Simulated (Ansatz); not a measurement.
One change: `[CH3][Ga]([CH3])[O][SiH3]` becomes `[CH3][Ga]([CH3])[F]`.

Ansatz, PBE0-D4/def2-TZVP geometries, multiplicity 1. Each molecule was computed in one conformer, which needn't be the lowest.

Scalar relativity is left out up to krypton.

| property | `[CH3][Ga]([CH3])[O][SiH3]` |
| --- | --- |
| HOMO energy (PBE/def2-TZVPP) / eV | -6.44 |
| size of the dipole moment (ωB97M-V/def2-TZVPP) / D | 2.37 |
| LUMO energy (ωB97M-V/def2-TZVPP) / eV | 1.09 |
| LUMO energy (PBE0/def2-TZVPP) / eV | -0.55 |
| LUMO energy (B3LYP/def2-TZVPP) / eV | -0.85 |
| HOMO energy (ωB97M-V/def2-TZVPP) / eV | -9.98 |

(1) What does the change do to each property? (Best estimate.)

Results:

(1) Computed: 
| property | `[CH3][Ga]([CH3])[F]` | shift |
| --- | --- | --- |
| HOMO energy (PBE/def2-TZVPP) / eV | -6.70 | -0.26 |
| size of the dipole moment (ωB97M-V/def2-TZVPP) / D | 2.80 | 0.43 |
| LUMO energy (ωB97M-V/def2-TZVPP) / eV | 1.08 | -0.01 |
| LUMO energy (PBE0/def2-TZVPP) / eV | -0.57 | -0.02 |
| LUMO energy (B3LYP/def2-TZVPP) / eV | -0.89 | -0.04 |
| HOMO energy (ωB97M-V/def2-TZVPP) / eV | -10.21 | -0.23 |

Dipoles are sizes alone; their direction can turn.

B3LYP here is the variant with VWN-RPA as its local correlation; programs differ in this.
